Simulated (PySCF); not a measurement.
## Worked example: dipole moment from atomic charges

Si(H)(F)(Br)(Me) (CH₄BrFSi), SMILES C[SiH](F)Br. Atoms are numbered in the order given.

```xyz
8

Si    -0.2554    -0.9002     0.3619
C     -2.1031    -0.8328     0.2757
F      0.2954    -1.9182    -0.7744
Br     0.5917     1.1050    -0.0625
H      0.2835    -1.3584     1.6659
H     -2.5311    -1.8327     0.4485
H     -2.4988    -0.1447     1.0379
H     -2.4270    -0.4779    -0.7141
```
Charge 0, spin multiplicity 1.

Geometry: PBE0-D3(BJ)/def2-SVP.

Charges (e) from M06-2X/def2-TZVP (PySCF):

```tsv
atom	IAO	ESP fit
Si1	1.228	0.562
C2	-0.763	-0.632
F3	-0.551	-0.260
Br4	-0.276	-0.168
H5	-0.148	-0.062
H6	0.168	0.205
H7	0.170	0.165
H8	0.171	0.190
```

The dipole moment of the full density is 2.23 D.

What dipole moment does each set of point charges give, and which comes closer to that of the density?


μ = Σ q r, and 1 e Å = 4.8032 D.
IAO: Σ q r = (-0.342, 0.069, 0.561) e Å, |μ| = 3.17 D.
ESP fit: Σ q r = (-0.400, -0.073, 0.265) e Å, |μ| = 2.33 D.
ESP fit comes closer in size. Point charges leave out the atoms' own dipoles (lone pairs, polarised bonds); fits to the potential absorb them, partitions of the density don't.
